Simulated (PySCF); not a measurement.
## Radial density of C⁺ (carbon, charge +1)

LC-wPBE, [He] 2s2 3s1, 2S determinant (an excited configuration). Calculation: PySCF 2.14, in dyall-acv3z (15s9p4d2f, 76 functions); the non-relativistic Hamiltonian (point nucleus).

```
r (bohr)  4πr²ρ (e/bohr)  4πr²(ρα − ρβ)
 0.00362         0.02061         0.0001
 0.00608         0.05663         0.0003
  0.0102          0.1524         0.0007
  0.0172          0.3965         0.0018
  0.0289          0.9739         0.0044
  0.0487           2.174         0.0097
  0.0819           4.139         0.0178
   0.138           6.045         0.0228
   0.232           5.699         0.0125
   0.390           2.680         0.0002
   0.655           1.127         0.0482
    1.10           1.682         0.0708
    1.85          0.7457         0.0003
    3.12          0.3181         0.2684
    5.25          0.1707         0.1705
    8.82        0.007283         0.0073
```

The outer electron is Rydberg-like, and this basis confines it to a smaller radius and binds it less than a complete one would.
